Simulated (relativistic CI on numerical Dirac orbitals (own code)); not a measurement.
Os5+: L2,3 absorption edge

Computed with this model: Dirac-Coulomb-Breit CI, separate exchange-only KLI orbitals for each configuration, model QED, multiplet model of core-to-valence dipole absorption, unscaled Slater integrals; configurations [Xe] 4f14 5d3 → [He] 2s2 2p5 3s2 3p6 3d10 4s2 4p6 4d10 4f14 5s2 5p6 5d4; 10 K; Lorentzian 5 eV and Gaussian 1 eV FWHM. Energies are those of the free ion, without screening or charge transfer. The branching ratio is the share of the lower-energy edge in the whole absorption, uncertain by about 0.02 where the edges overlap. S is read from ⟨S²⟩ = S(S + 1).

free ion: ground-state S = 1.41, centroid 11097.44 eV, branching ratio 0.855. Peaks (eV, height): 10877.0 (100), 12390.0 (14).

The statistical ratio of this edge is 2/3 = 0.667. Values above it arise where the holes sit mainly in the j = l + 1/2 valence subshell or the ground state has high spin; values below it where core-valence Coulomb terms move weight to the upper edge, as in nearly empty shells. At deep edges of heavy elements the radial integrals of the two core levels differ, which raises the baseline.

Strongest unbroadened transitions for free ion:

| Energy (eV) | Relative strength |
| --- | --- |
| 10874.88 | 10.0 |
| 10874.91 | 13.4 |
| 10875.52 | 21.6 |
| 10875.74 | 41.2 |
| 10875.99 | 5.0 |
| 10876.29 | 41.1 |
| 10876.76 | 36.2 |
| 10877.14 | 5.6 |
| 10877.57 | 100.0 |
| 10878.04 | 9.0 |
| 10878.05 | 16.3 |
| 10878.08 | 46.8 |
| 10878.17 | 7.3 |
| 10878.29 | 19.6 |
| 12389.46 | 30.3 |
| 12392.22 | 5.1 |
| 12393.03 | 9.6 |
| 12393.37 | 7.8 |
